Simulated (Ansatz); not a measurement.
# From Cu to Au: the vertical ionisation energy

One atom is swapped for its congeners: CuBr (copper(i) bromide); AgBr (silver bromide); AuBr (bromogold). All are singlets with charge 0.

Shapes, held fixed at every level: PBE0-D4/def2-TZVP. Programs: Ansatz 0.2.0. Values in eV.

| level | CuBr | AgBr | AuBr |
| --- | --- | --- | --- |
| HF/def2-TZVPP | 8.50 | 8.26 | 8.72 |
| PBE-D4/def2-TZVPP | 9.51 | 9.62 | 9.94 |
| B3LYP-D4/def2-TZVPP | 9.69 | 9.68 | 10.05 |
| PBE0-D4/def2-TZVPP | 9.61 | 9.57 | 9.97 |
| wB97X-V/def2-TZVPP | 9.62 | 9.51 | 9.93 |
| wB97M-V/def2-TZVPP | 9.61 | 9.48 | 9.89 |

At wB97M-V/def2-TZVPP the vertical ionisation energy isn't monotonic: it is largest for Au and smallest for Ag (9.89 and 9.48 eV). 5 of 6 levels show this order throughout; 5 agree on the largest and the smallest. For atoms past krypton def2 sets carry core potentials with scalar relativity. Relativity is left out for Br unless named. Spin-orbit splitting of the cation, tenths of an eV on Br, I, Se and Te, is left out.
